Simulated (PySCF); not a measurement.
C6H12AlNO.
Atom-mapped SMILES: `[N:1]#[C:2][CH2:3][C@@H:4]1[CH2:5][CH2:6][CH2:7][O+:8]1[AlH3-:9]` (hydrogens: H10, H11 on C3; H12 on C4; H13, H14 on C5; H15, H16 on C6; H17, H18 on C7; H19, H20, H21 on Al9)

Cartesian coordinates in Å at the PBE0-D3(BJ)/def2-SVP level; atoms count from 1:
```
atom  x, y, z in Å
N1     2.2797    1.8840   -1.6267
C2     1.9377    1.5841   -0.5630
C3     1.4821    1.1461    0.7496
C4     0.5272   -0.0376    0.6537
C5     1.0543   -1.2709   -0.0724
C6    -0.1793   -1.8102   -0.7885
C7    -0.8769   -0.5338   -1.2061
O8    -0.6400    0.3665   -0.1000
Al9   -2.1899    1.1043    0.9041
H10    0.9729    1.9795    1.2592
H11    2.3538    0.8651    1.3621
H12    0.1813   -0.2872    1.6706
H13    1.8219   -0.9772   -0.8065
H14    1.5058   -1.9893    0.6251
H15   -0.8185   -2.3807   -0.0970
H16    0.0670   -2.4530   -1.6447
H17   -1.9643   -0.6220   -1.3342
H18   -0.4366   -0.0837   -2.1091
H19   -3.0247    1.7740   -0.2837
H20   -1.3685    2.0403    1.9203
H21   -2.7442   -0.2832    1.5060
```

Level: PBE0/pcSseg-1 in PySCF, non-relativistic, on one gas-phase PBE0-D3(BJ)/def2-SVP geometry that isn't relaxed in the solvent. The solvent is an IEF-PCM continuum (cavity from Bondi-type radii × 1.2). Only the electrostatic response of the medium enters.

Gas phase at PBE0/pcSseg-1: HOMO -7.54 eV, LUMO -0.02 eV, dipole 5.24 D.

Q: What does the continuum do to the energy, the frontier levels and the dipole at PBE0/pcSseg-1 in benzene and water?

A: 
```json
{"solvent": "benzene", "ε": "2.271", "E(solvent) − E(gas) (kcal/mol)": "-5.99", "polarisation term (kcal/mol)": "-6.48", "distortion of the solute (kcal/mol)": "0.49", "HOMO (eV)": "-7.70", "LUMO (eV)": "0.11", "dipole (D)": "5.80"}
{"solvent": "water", "ε": "78.36", "E(solvent) − E(gas) (kcal/mol)": "-12.94", "polarisation term (kcal/mol)": "-15.37", "distortion of the solute (kcal/mol)": "2.43", "HOMO (eV)": "-7.90", "LUMO (eV)": "0.16", "dipole (D)": "6.56"}
```

The polarisation term is half the interaction of the solute with the surface charges that it induces; the rest is the cost of distorting the solute's density. The sum is the electrostatic part of solvation alone. From benzene to water the lowering changes by a factor 2.16, Onsager's factor (ε − 1)/(2ε + 1) by 2.14 and ε itself by 34.5.

Q: Which radius a makes the point-dipole formula ΔE = −[(ε − 1)/(2ε + 1)]·μ²/a³ give the value in water, with the gas-phase dipole?

A: μ = 2.060 au and |ΔE| = 0.02062 Eh give a = 2.46 Å; the farthest nucleus lies 3.52 Å from the centroid of the nuclei, so such a sphere wouldn't even hold the nuclei. The formula assumes a rigid point dipole at the centre of a sphere.

Q: Give the dipole vector in the frame of the coordinates (D, pointing from negative to positive charge), gas and water.

A: Gas (2.62, -4.46, 0.83), solvent (3.21, -5.50, 1.58). Its length changes by +25 % and its direction by 5°.

Q: Which Hirshfeld charges (PBE0/pcSseg-1) respond most in benzene (means over atoms taken as equivalent)?

A: 
| atoms | environment | gas (e) | solvent (e) | change |
| --- | --- | --- | --- | --- |
| N1 | nitrile nitrogen | -0.217 | -0.243 | -0.026 |
| C2 | nitrile carbon | +0.088 | +0.097 | +0.009 |
| H11 | methylene hydrogen | +0.076 | +0.084 | +0.008 |
| H19/H20/H21 | Al–H hydrogen | -0.197 | -0.204 | -0.007 |
| Al9 | aluminium bonded to O and 3 H | +0.303 | +0.308 | +0.005 |
| H14 | methylene hydrogen | +0.057 | +0.062 | +0.005 |
